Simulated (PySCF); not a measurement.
C₅H₅N, SMILES C#CC(N)=C=C.

Coordinates come from a B3LYP-D3(BJ)/def2-SVP optimisation. The structure was generated by enumeration, and PubChem lists no compound with its InChIKey, so it may never have been made. Other conformers were not sampled.

Level of theory: SMD-M06-2X/def2-SVP run with PySCF.

Solvation free energies are E(SMD) − E(gas) at the gas-phase geometry, for 1 M in both phases. In vacuum the dipole moment is 1.32 D.

Rank water, dichloromethane, chlorobenzene by solvation free energy, most negative first.

dichloromethane (-6.6 kcal/mol), chlorobenzene (-5.8 kcal/mol), water (-3.0 kcal/mol)
